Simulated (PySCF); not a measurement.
# One molecule, several mistakes: GeH4NOSi

These are calculations, not measurements. The program is PySCF 2.14.0, an open-source quantum chemistry code, run on an isolated molecule that a program drew, which may never have been made. The molecule is GeH4NOSi (charge 0, doublet), drawn as the SMILES string `N=[SiH][O][GeH2]`.

Each row is a Hartree-Fock (HF) and frozen-core CCSD(T) single point in the cc-pV(D+d)Z basis, meant for a local HF minimum. Run 1 is clean. Each other run has one planted mistake out of seven kinds, and not every kind appears here: one electron removed, one electron added, multiplicity raised by two, geometry at a saddle point, minimal basis STO-3G, one bond length entered in bohr, all coordinates scaled. The reference is restricted for singlets and unrestricted otherwise, and also for a bond in bohr. Adding or removing an electron swaps singlet and doublet. Electrons count all cores. HOMO and LUMO are orbital energies over both spins, the gradient is its largest component, and the lowest frequency (negative if imaginary) is given only where the gradient is small. Bond lengths are over the 7 bonds as drawn. T1 is the CCSD diagnostic: over 0.02 (restricted) or 0.045 (unrestricted) a single reference is doubtful. Germanium has the cc-pVDZ-PP basis, with a core potential (ECP10MDF) in place of its 10 inner electrons, and its 3s, 3p and 3d shells are frozen in CCSD(T).

Geometry of the clean run:
```xyz
8
GeH4NOSi, angstrom
N    -0.8166   -0.3859   -0.0844
Si    0.5638    0.0765    0.4881
O     1.7033    0.6868   -0.4633
Ge    1.7891    1.0345   -2.2349
H    -1.5673   -0.7727    0.4534
H     1.0867    0.0651    1.8603
H     3.2232    1.5386   -2.4460
H     0.7357    2.1045   -2.5480
```

| run | electrons | basis functions | <S^2> | HOMO (eV) | LUMO (eV) | gradient (hartree/bohr) | lowest frequency (cm^-1) | mean bond (Å) | longest bond (Å) | T1 | HF (hartree) | CCSD(T) (hartree) | mistake |
|---|---|---|---|---|---|---|---|---|---|---|---|---|---|
| 1 | 65 | 94 | 0.754 | -9.38 | 0.84 | 1.1e-05 | 82 | 1.5021 | 1.807 | 0.0186 | -713.95613 | -714.52969 | no fault |
| 2 | 65 | 94 | 1.870 | -8.89 | 0.47 | 2.9e-02 | - | 1.7061 | 3.033 | 0.0761 | -713.80527 | -714.36546 | one bond length entered in bohr |
| 3 | 64 | 94 | 0.000 | -14.01 | -7.68 | 7.8e-02 | - | 1.5021 | 1.807 | 0.0368 | -713.64162 | -714.22198 | ? |
| 4 | 66 | 94 | 0.000 | -0.87 | 7.34 | 7.2e-02 | - | 1.5021 | 1.807 | 0.0184 | -713.95475 | -714.55561 | ? |

**Which mistake was planted in run 3, and what did it cost?**

It counts 64 electrons, one fewer than the clean run, at the same geometry and basis. So the mistake is: one electron removed. Subtracting run 1 and multiplying by 627.51 kcal/mol a hartree, the energy moved by 197.4 kcal/mol in HF and 193.1 kcal/mol in CCSD(T).

**Which mistake was planted in run 4, and what did it cost?**

It counts 66 electrons, one more than the clean run, at the same geometry and basis. So the mistake is: one electron added. Subtracting run 1 and multiplying by 627.51 kcal/mol a hartree, the energy moved by 0.9 kcal/mol in HF and -16.3 kcal/mol in CCSD(T).

Cautions from the logs. Run 2: T1 is over the limit, so its CCSD(T) energy is less reliable; run 3: T1 is over the limit, so its CCSD(T) energy is less reliable.
